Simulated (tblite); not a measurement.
Isomers of C6H8ClO2 (doublet state). Method: GFN2-xTB as coded in tblite; computed harmonic values from a numerical Hessian at the method's own geometry, unscaled. The method is semi-empirical: single wavenumbers can be off by several per cent or more. One conformer each. Open shells enter through the occupations alone, without spin polarisation, and single modes of such species can be off by tens of per cent.

Electronic energies: GFN2-xTB at the same geometries; isomer energies are rough at this level and their order can be wrong.

| SMILES | electronic energy, lowest = 0 (kJ/mol) |
| --- | --- |
| O=C1CCOC[C@H]1[CH]Cl | 37.5 |
| O=C1CCOC[C]1CCl | 0.0 |
| [CH2]/C(OC=O)=C(/C)CCl | 36.7 |
| O=CO[C@@H]1[CH]C[C@@H]1CCl | 89.7 |
| C=[C][C@H](Cl)CC(=O)OC | 127.6 |
| C=C(Cl)[C@@H]1O[C@H](C)[C]1O | 156.1 |

Q: How do GFN2-xTB zero-point energies change the relative energies?

A: 
```
                      SMILES  ZPE (kJ/mol)  of it from modes above 1550 cm⁻¹  electronic (kJ/mol)  with ZPE, lowest = 0 (kJ/mol)  lowest mode (cm⁻¹)  rings
             O=C1CCOC[C]1CCl         335.6                             149.8                  0.0                            0.0                  26      1
      [CH2]/C(OC=O)=C(/C)CCl         327.4                             155.3                 36.7                           28.5                  44      0
        O=C1CCOC[C@H]1[CH]Cl         336.7                             152.5                 37.5                           38.7                  55      1
  O=CO[C@@H]1[CH]C[C@@H]1CCl         330.4                             152.1                 89.7                           84.5                  16      1
      C=[C][C@H](Cl)CC(=O)OC         322.6                             165.3                127.6                          114.6                   8      0
C=C(Cl)[C@@H]1O[C@H](C)[C]1O         329.3                             156.9                156.1                          149.8                  40      1
```

The zero-point energies span 14.1 kJ/mol, from `C=[C][C@H](Cl)CC(=O)OC` to `O=C1CCOC[C@H]1[CH]Cl`. The order is unchanged.

Q: What do entropy and thermal enthalpy add at 298.15 K and 1 bar (rigid rotor, harmonic oscillator, one conformer each)?

A: 
```json
{"SMILES": "O=C1CCOC[C]1CCl", "point group": "C1", "symmetry number": "1", "S (J/(mol K))": "409.3", "H − H(0) (kJ/mol)": "26.18", "ZPE + H − H(0) − TS (kJ/mol)": "239.8"}
{"SMILES": "[CH2]/C(OC=O)=C(/C)CCl", "point group": "C1", "symmetry number": "1", "S (J/(mol K))": "434.0", "H − H(0) (kJ/mol)": "29.99", "ZPE + H − H(0) − TS (kJ/mol)": "228.0"}
{"SMILES": "O=C1CCOC[C@H]1[CH]Cl", "point group": "C1", "symmetry number": "1", "S (J/(mol K))": "401.6", "H − H(0) (kJ/mol)": "26.03", "ZPE + H − H(0) − TS (kJ/mol)": "243.0"}
{"SMILES": "C=C(Cl)[C@@H]1O[C@H](C)[C]1O", "point group": "C1", "symmetry number": "1", "S (J/(mol K))": "423.5", "H − H(0) (kJ/mol)": "28.96", "ZPE + H − H(0) − TS (kJ/mol)": "232.0"}
```

S holds R ln(2S + 1) for the spin.

Not tabulated: `O=CO[C@@H]1[CH]C[C@@H]1CCl` (lowest mode only 16 cm⁻¹); `C=[C][C@H](Cl)CC(=O)OC` (lowest mode only 8 cm⁻¹).
